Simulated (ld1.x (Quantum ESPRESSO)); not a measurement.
# PW91 TM dataset for samarium (Sm), fully relativistic all-electron reference.

Sm, norm-conserving Troullier–Martins (Kleinman–Bylander form), made with ld1.x (Quantum ESPRESSO) 7.5 (PW91, fully relativistic). Core [Kr] 4d10, reference 4f5 5s2 5p6 5d1 6s2 6p0. Waves: 5p (bound): rc 2.45 bohr; 5d (bound): rc 2.80 bohr; 4f (bound): rc 0.80 bohr; 5s (bound): rc 1.25 bohr. Local part: the s channel. Core correction: Bessel-smoothed model core inside 0.60 bohr.

Open shells are filled in proportion to 2j + 1 (rel_dist='average').

Occupied shells without a wave of their own: 6s. They enter only through the test configuration that unscreens the potential, and ld1.x also counts them in the model core charge.

All-electron outer shells of the reference configuration (PW91, scalar-relativistic, ld1.x):

| shell | level (eV) | outermost node (bohr) | outermost maximum (bohr) |
| --- | --- | --- | --- |
| 4p | -254.41 | 0.30 | 0.56 |
| 4d | -135.49 | 0.28 | 0.58 |
| 5s | -46.77 | 0.68 | 1.25 |
| 5p | -26.03 | 0.73 | 1.42 |
| 4f | -8.02 | – | 0.61 |
| 6s | -4.03 | 1.67 | 3.48 |
| 5d | -2.78 | 0.83 | 2.01 |
| 6p | -1.37 | 1.99 | 4.64 |

Results:

```
Largest excitation error : -1183 meV (all-electron minus pseudo) for 4f7 5s2 5p6 5d0 6s0 6p0, out of 7 test configurations
```

A Bessel basis up to 400 Ry misses an occupied level by 0.71 Ry, so cutoffs and ghosts were not judged. ld1.x takes every shell without a wave as core, so the model core holds the 6s electrons as well and exchange and correlation see them twice. This cancels in the reference configuration, but the file is broken for other ones, and its errors say nothing about a proper core correction.

Generation and tests took about 3.9 s on one core of a shared server CPU.
